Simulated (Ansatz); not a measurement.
`[SiH3][CH]1[S][GeH2]1` + H–F → `F[CH]1[S][GeH2]1` + SiH₄  (substitution at a C–Si bond)

Computed with Ansatz on PBE0-D4/def2-TZVP structures; ΔE is electronic, products minus reactants. CCSD(T)/CBS adds triple-zeta CCSD(T) − MP2 to the extrapolated MP2 energy (def2 sets, frozen cores). This one scheme is used for every species. DFT in def2-TZVPP. B3LYP here is the variant with VWN-RPA as its local correlation; programs differ in this. For Ge outer-core shells are correlated without core-valence functions, which leaves a few kJ/mol of doubt a bond. Scalar relativity is left out up to krypton.

`[SiH3][CH]1[S][GeH2]1`:

Cartesian coordinates in Å:
```
Si -0.820 0.134 1.314
C 0.073 -0.720 -0.075
S 1.931 -0.622 0.048
Ge 0.773 0.312 -1.554
H -2.291 0.093 1.078
H -0.526 -0.521 2.616
H -0.371 1.549 1.369
H -0.272 -1.716 -0.346
H 0.860 -0.340 -2.930
H 0.644 1.832 -1.520
```

H–F:

Z-matrix (Å, degrees):
```
F
H 1 0.920
```

`F[CH]1[S][GeH2]1`:

Cartesian coordinates in Å:
```
F 1.855 0.748 0.011
C 0.702 0.313 -0.572
S 0.493 -1.494 -0.637
Ge -0.799 -0.172 0.564
H 0.556 0.815 -1.525
H -2.241 -0.007 0.089
H -0.565 -0.204 2.070
```

SiH₄:

Z-matrix (Å, degrees):
```
Si
H 1 1.485
H 1 1.485 2 109.5
H 1 1.485 2 109.5 3 -120.0
H 1 1.485 2 109.5 3 120.0
```

```tsv
level	ΔE (kJ/mol)	difference from CCSD(T)/CBS
r2SCAN-D4	89.5	-24.9
B2PLYP	93.3	-21.1
PBE	80.2	-34.2
B3LYP	77.4	-37.0
MP2/def2-TZVPP	123.4	9.0
SCS-MP2/def2-TZVPP	111.1	-3.3
CCSD(T)/def2-TZVPP	106.8	-7.6
HF/CBS(def2)	86.2	-28.2
MP2/CBS(def2)	131.0	16.6
CCSD/CBS(def2)	113.0	-1.4
CCSD(T)/CBS	114.4	0
```

Largest T1 diagnostic among the species: 0.013.

The D4 term adds +12.4 kJ/mol with B3LYP and +6.8 kJ/mol with PBE0; it sums over pairs of atoms, weighted by their polarisabilities, and B3LYP, whose exchange is more repulsive, gets the larger term. From PBE to PBE0 (25 % exact exchange), in def2-TZVPP and without D4, ΔE moves by +11.4 kJ/mol. In def2-TZVPP, CCSD(T) changes the Hartree–Fock value by +20.6 kJ/mol (the triples alone add +1.4 kJ/mol) and MP2 by +37.3 kJ/mol.
